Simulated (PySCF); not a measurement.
Gas-phase reaction: InH₃ + InCl + HCl = 2 InH₂Cl

Energies from PySCF, thermal terms from the rigid-rotor harmonic-oscillator model, ideal gas at 1 bar. † marks an energy on the PBE0/def2-TZVP geometry and frequencies. MP2 and CCSD(T) freeze the core. All species are closed-shell singlets. B3LYP is the form with VWN-RPA correlation. In: scalar-relativistic def2 core potential, no spin-orbit coupling. InH₃, InH₂Cl: computed as isolated molecules; such fragments, hydroxides, amides, oligomers or adducts are transient or little studied in the gas. MP2 isn't extrapolated to the basis-set limit; its ΔH°(298 K) is -62.7 kJ in def2-SVP and -43.8 kJ in def2-TZVPP. CCSD(T) isn't extrapolated to the basis-set limit; its ΔH°(298 K) is -47.3 kJ in def2-SVP and -46.6 kJ in def2-TZVPP. The harmonic model lacks anharmonicity and excited electronic states, which grow with temperature; levels with a mode under 35 cm⁻¹ are left out.

```
level              ΔE electronic, kJ  ΔH°(298 K), kJ  ΔS°(298 K), J/K  ΔG°(2000 K), kJ
-----------------  -----------------  --------------  ---------------  ---------------
B3LYP/def2-TZVP†                 -26             -27             -112              184
CCSD(T)/def2-SVP†                -47             -47             -112              163
MP2/def2-SVP†                    -62             -63             -112              148
MP2/def2-TZVPP†                  -43             -44             -112              167
PBE/def2-TZVP†                   -37             -38             -112              173
LDA/def2-TZVP†                   -67             -67             -112              143
```
ΔH° is lowest at LDA/def2-TZVP† and highest at B3LYP/def2-TZVP†. No reference value is set beside these.
